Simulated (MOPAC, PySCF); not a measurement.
C5H6, SMILES `CC1=CC=C1`, neutral singlet in the gas phase. 

Z-matrix (Å, degrees):
```
C
C 1 1.3332
H 2 1.0797 1 134.79
C 1 1.4740 2 137.34 3 0.00
H 4 1.0909 1 111.19 2 0.00
H 4 1.0956 5 108.56 1 -122.31
H 4 1.0956 5 108.56 6 -115.38
C 2 1.5694 3 135.09 1 -180.00
C 8 1.3300 2 90.60 3 -180.00
H 9 1.0797 8 135.31 2 180.00
H 8 1.0799 9 134.80 10 0.00
```
Charge 0, multiplicity 1.

All levels are single points at this geometry (B3LYP-D3(BJ)/def2-TZVP); Pople sets use spherical d functions. Orbital energies aren't observables, and empty levels follow the basis.

| level | HOMO (eV) | LUMO (eV) | gap (eV) | dipole (D) | vertical IE, Delta-SCF (eV) |
|---|---|---|---|---|---|
| B3LYP-D3(BJ)/def2-TZVP in PySCF | -5.13 | -1.52 | 3.61 | 0.52 | – |
| PBE-D3(BJ)/def2-TZVP in PySCF | -4.32 | -2.31 | 2.01 | 0.56 | – |
| B3LYP/6-31G* in PySCF | -4.76 | -1.02 | 3.74 | 0.44 | 7.25 |
| BP86/6-31G* in PySCF | -4.03 | -1.97 | 2.06 | 0.49 | – |
| PBE/6-31G* in PySCF | -3.93 | -1.87 | 2.06 | 0.49 | 7.25 |
| PM7 in MOPAC | -8.80 | 0.11 | 8.91 | 0.79 | – |
